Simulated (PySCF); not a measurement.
Gas-phase reaction: 2 GeH₂F₂ + H₂ ⇌ 2 GeH₃ + 2 F₂

Method: PySCF energies (xtb for GFN2) plus ideal-gas RRHO corrections (1 bar). † marks an energy on the PBE0/def2-TZVP geometry and frequencies; other levels use their own. 6-31G* has spherical d functions here. Open shells (unrestricted): GeH₃ (multiplicity 2); the rest are closed-shell singlets. GFN2 has no spin-polarisation term. B3LYP is the form with VWN-RPA correlation. Ge: all electrons, no relativistic terms. GeH₂F₂, GeH₃: computed as isolated molecules; such fragments, hydroxides, amides, oligomers or adducts are transient or little studied in the gas. The harmonic model lacks anharmonicity and excited electronic states, which grow with temperature; levels with a mode under 35 cm⁻¹ are left out.

| level | ΔE electronic, kJ | ΔH°(298 K), kJ | ΔS°(298 K), J/K | ΔG°(1200 K), kJ |
|---|---|---|---|---|
| B3LYP/6-31G* | 1481 | 1468 | 179 | 1262 |
| GFN2-xTB | 1457 | 1444 | 164 | 1261 |
| PBE/def2-TZVP† | 1484 | 1473 | 178 | 1269 |
| PBE0/def2-QZVP† | 1546 | 1534 | 178 | 1330 |
| PBE0/def2-SVP† | 1505 | 1493 | 178 | 1289 |
| PBE0/def2-TZVP | 1535 | 1523 | 178 | 1319 |
| r2SCAN/def2-TZVP† | 1548 | 1536 | 178 | 1332 |
| LDA/def2-TZVP† | 1558 | 1547 | 178 | 1343 |
| ωB97M-V/def2-TZVP† | 1565 | 1553 | 178 | 1349 |
ΔH° is lowest at GFN2-xTB and highest at ωB97M-V/def2-TZVP†. No reference value is set beside these.
